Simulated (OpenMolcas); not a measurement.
**Exact exchange and the vertical energy of the triplet above the singlet of BBrF2**

The species is BBrF2 (4 atoms), meant as a singlet with charge 0. SMILES: `FB(F)Br`. The coordinates come from a PBE0-D4/def2-TZVP relaxation.

The vertical energy of the triplet above the singlet y, in eV, basis aug-cc-pVDZ; a is the functional's share of exact exchange. Programs: OpenMolcas 26.06.

```
functional     program     a  y (eV)
       PBE  OpenMolcas     0    6.83
      BLYP  OpenMolcas     0    6.86
     B3LYP  OpenMolcas   0.2       ?
      PBE0  OpenMolcas  0.25    7.07
     BHLYP  OpenMolcas   0.5    7.24
```

Question: Fit y = c + s·a to the known rows and predict B3LYP.

Answer: 
1. Means of the 4 rows: a = 0.1875, y = 7.000.
2. Σ(Δa)² = 0.17188, Σ(Δa·Δy) = 0.1375, so the slope is 0.1375/0.17188 = 0.79998.
3. Intercept: 7.000 − (0.79998) × 0.1875 = 6.850. The largest residual of the fit is 0.020.
4. B3LYP: 6.850 + (0.79998) × 0.2 = 7.01 eV.

The run gave 7.10 eV, so the prediction is off by -0.09 eV, more than the scatter of the fit. The rows mix families of semi-local functionals, which the line can't see. Spin-orbit coupling is left out.
